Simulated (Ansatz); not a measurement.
Computed with Ansatz on PBE0-D4/def2-TZVP structures; ΔE is electronic, products minus reactants. CBS: MP2 limit from def2 TZ/QZ plus the TZ coupled-cluster correction, frozen cores. This one scheme is used for every species. One conformer a species, not always the lowest.

Reaction (silylene formation by 1,1-elimination): `CC[Si](Cl)(Cl)Cl` → Cl₂ + `CC[Si]Cl`

```json
{"species": "`CC[Si](Cl)(Cl)Cl`", "CCSD(T)/CBS(def2) energy (Eh)": "-1747.70894"}
{"species": "Cl₂", "CCSD(T)/CBS(def2) energy (Eh)": "-919.51390"}
{"species": "`CC[Si]Cl`", "CCSD(T)/CBS(def2) energy (Eh)": "-827.97738"}
```

Q: Work out ΔE.

A: ΔE = (-919.51390) + (-827.97738) − (-1747.70894) = 0.21766 Eh = +571.5 kJ/mol.

Largest T1 diagnostic among the species: 0.012.

From BLYP to BHLYP (50 % exact exchange), in def2-TZVPP and without D4, ΔE moves by +67.0 kJ/mol. Leaving LDA and LC-ωPBE aside and taking each functional with its dispersion term where it has one, the values, not all of them listed here, spread over 75.3 kJ/mol, from BLYP-D4 to r2SCAN0-D4. LDA lies +39.6 kJ/mol from PBE without D4. The D4 term adds +22.1 kJ/mol with B3LYP and +12.2 kJ/mol with PBE0; it sums over pairs of atoms, weighted by their polarisabilities, and B3LYP, whose exchange is more repulsive, gets the larger term.

B3LYP here is the variant with VWN-RPA as its local correlation; programs differ in this.
